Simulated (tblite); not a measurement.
Compound: C5H9BO3.
Bonds: O1–B2, B2–O3, B2–C4, C4–C5 (double), C5–O6, O6–C7, C7–C8, C8–C9, C4–C9. Hydrogens: H10 on O1; H11 on O3; H12 on C5; H13, H14 on C7; H15, H16 on C8; H17, H18 on C9.

Computed with GFN2-xTB (tblite), gas phase: L-BFGS steps from a force-field or distance-geometry start until the largest atomic force falls under 0.01 eV/Å.

Step 2: E = -782.9168 eV
```
atom  x, y, z in Å  |  force x, y, z in eV/Å
O1      2.5856    1.2922   -0.5154   -0.106  -0.013  -0.076
B2      2.2090    0.0311   -0.1586   -1.165  -0.079   0.870
O3      3.0491   -0.8248    0.4657    0.847  -0.429  -0.469
C4      0.6610   -0.2226   -0.0020   -0.534  -0.122  -0.186
C5      0.0816   -1.4290    0.0653    0.327   0.590  -0.187
O6     -1.2262   -1.6603    0.2815   -0.613  -0.200  -0.254
C7     -2.1968   -0.5957    0.1730    0.429  -0.100  -0.006
C8     -1.6666    0.7629   -0.2874    0.441  -0.445  -0.003
C9     -0.2412    0.9784    0.2326   -0.068  -0.310  -0.172
H10     2.9731    1.7171    0.2332    0.754   0.359   0.081
H11     2.8095   -1.7560    0.4898   -0.097   0.430   0.216
H12     0.6868   -2.3251   -0.0859   -0.553  -0.024   0.077
H13    -2.9985   -0.9435   -0.4974    0.271  -0.107   0.125
H14    -2.6229   -0.4538    1.1659   -0.052  -0.225   0.234
H15    -2.2792    1.5150    0.1708   -0.508   0.460  -0.002
H16    -1.7129    0.8868   -1.3688    0.116  -0.213  -0.014
H17     0.2016    1.7998   -0.2973    0.200   0.612  -0.094
H18    -0.3218    1.2340    1.2986    0.310  -0.186  -0.140
```

Step 3: E = -783.0136 eV
```
atom  x, y, z in Å  |  force x, y, z in eV/Å
O1      2.5822    1.2825   -0.5075   -0.056   0.318   0.014
B2      2.2008    0.0376   -0.1300   -1.103  -0.270   0.533
O3      3.0553   -0.8272    0.4451    0.975  -0.128  -0.281
C4      0.6562   -0.2268   -0.0086   -0.354   0.594  -0.051
C5      0.0810   -1.4191    0.0617   -0.278  -0.370  -0.085
O6     -1.2353   -1.6722    0.2754   -0.138   0.131  -0.320
C7     -2.1906   -0.5991    0.1760    0.248  -0.106   0.038
C8     -1.6648    0.7611   -0.2867    0.271  -0.223   0.084
C9     -0.2406    0.9791    0.2272    0.002  -0.131  -0.177
H10     2.9860    1.7203    0.2274    0.725   0.319  -0.020
H11     2.8087   -1.7455    0.4955   -0.194  -0.008   0.214
H12     0.6723   -2.3239   -0.0838   -0.440  -0.022   0.064
H13    -2.9898   -0.9452   -0.4932    0.152  -0.094   0.058
H14    -2.6234   -0.4591    1.1681   -0.006  -0.207   0.213
H15    -2.2878    1.5222    0.1684   -0.293   0.182  -0.129
H16    -1.7092    0.8815   -1.3691    0.093  -0.215   0.000
H17     0.2049    1.8113   -0.2974    0.106   0.401  -0.019
H18    -0.3146    1.2289    1.2951    0.291  -0.172  -0.136
```

Step 4: E = -783.1594 eV
```
atom  x, y, z in Å  |  force x, y, z in eV/Å
O1      2.5745    1.2711   -0.4871   -0.163   0.530   0.339
B2      2.1658    0.0454   -0.0619    0.021  -0.217  -0.168
O3      3.0869   -0.8305    0.3962    0.391   0.070  -0.092
C4      0.6426   -0.2165   -0.0223   -0.613  -0.205   0.289
C5      0.0646   -1.4171    0.0539   -0.282   0.007  -0.010
O6     -1.2499   -1.6922    0.2556    0.238   0.411  -0.298
C7     -2.1760   -0.6086    0.1845   -0.183   0.097   0.097
C8     -1.6597    0.7578   -0.2826   -0.133   0.142   0.084
C9     -0.2377    0.9825    0.2119   -0.028   0.437  -0.042
H10     3.0262    1.7316    0.2114    0.613   0.135  -0.227
H11     2.8024   -1.7282    0.5121   -0.126  -0.238   0.202
H12     0.6340   -2.3217   -0.0781   -0.040  -0.282   0.002
H13    -2.9694   -0.9504   -0.4835   -0.111  -0.060  -0.077
H14    -2.6240   -0.4742    1.1761    0.126  -0.190   0.131
H15    -2.3083    1.5367    0.1585    0.123  -0.328  -0.311
H16    -1.6994    0.8657   -1.3696    0.038  -0.221   0.080
H17     0.2123    1.8400   -0.2963   -0.094   0.000   0.097
H18    -0.2939    1.2148    1.2850    0.220  -0.089  -0.096
```

Step 5: E = -783.2016 eV
```
atom  x, y, z in Å  |  force x, y, z in eV/Å
O1      2.5687    1.2743   -0.4748   -0.305   0.376   0.436
B2      2.1558    0.0453   -0.0408    0.276  -0.060  -0.388
O3      3.1026   -0.8303    0.3773   -0.035  -0.181   0.012
C4      0.6276   -0.2183   -0.0225   -0.008   0.196   0.281
C5      0.0565   -1.4138    0.0508   -0.281  -0.421  -0.004
O6     -1.2525   -1.6932    0.2443    0.098   0.320  -0.224
C7     -2.1736   -0.6100    0.1888   -0.263   0.156   0.023
C8     -1.6598    0.7584   -0.2800   -0.154   0.136  -0.003
C9     -0.2376    0.9902    0.2062   -0.123   0.301   0.055
H10     3.0499    1.7376    0.2026    0.583   0.065  -0.243
H11     2.7986   -1.7254    0.5210    0.043   0.040   0.136
H12     0.6202   -2.3255   -0.0761   -0.003  -0.186   0.008
H13    -2.9641   -0.9531   -0.4814   -0.174  -0.014  -0.075
H14    -2.6222   -0.4824    1.1809    0.140  -0.167   0.135
H15    -2.3137    1.5368    0.1504    0.110  -0.309  -0.268
H16    -1.6955    0.8568   -1.3685    0.015  -0.209   0.083
H17     0.2136    1.8503   -0.2946   -0.089  -0.036   0.052
H18    -0.2833    1.2087    1.2800    0.170  -0.006  -0.015
```

Task: Estimate the geometry and energy of step 6. (The exact step hangs on the optimiser's Hessian estimate; all steps are aligned on step 5, rigid shifts and turns removed.)

Result: E = -783.2520 eV, largest force 0.699 eV/Å
```
atom  x, y, z in Å  |  force x, y, z in eV/Å
O1      2.5553    1.2840   -0.4533   -0.345   0.256   0.552
B2      2.1498    0.0447   -0.0256    0.400   0.058  -0.474
O3      3.1178   -0.8364    0.3572   -0.345   0.001   0.038
C4      0.6127   -0.2163   -0.0175    0.433   0.062   0.207
C5      0.0446   -1.4174    0.0469    0.081  -0.090  -0.031
O6     -1.2564   -1.6888    0.2280   -0.222   0.046  -0.116
C7     -2.1756   -0.6081    0.1933   -0.254   0.161  -0.080
C8     -1.6618    0.7603   -0.2779   -0.102   0.012  -0.071
C9     -0.2408    1.0025    0.2015   -0.120  -0.008   0.121
H10     3.0881    1.7458    0.1891    0.499  -0.082  -0.313
H11     2.7961   -1.7188    0.5331    0.088  -0.022   0.096
H12     0.6047   -2.3330   -0.0736    0.037  -0.124   0.006
H13    -2.9617   -0.9564   -0.4804   -0.230   0.062  -0.035
H14    -2.6175   -0.4949    1.1893    0.124  -0.115   0.126
H15    -2.3186    1.5322    0.1369   -0.028  -0.125  -0.152
H16    -1.6909    0.8429   -1.3656   -0.004  -0.177   0.003
H17     0.2137    1.8618   -0.2924   -0.082  -0.038  -0.009
H18    -0.2683    1.2022    1.2747    0.071   0.123   0.130
```

The energy changes by -0.0505 eV. The first-order estimate −F·Δx gives -0.0696 eV and the mean of the old and new forces, exact on a quadratic surface, -0.0504 eV. The step makes an angle of 54° with the force vector and moves no atom by more than 0.041 Å.

What follows is the cost of the whole relaxation. Time: 0.86 s wall. Hardware: an Arm Neoverse N1 with one thread, shared host with 64 logical CPUs at a one-minute load of 61.
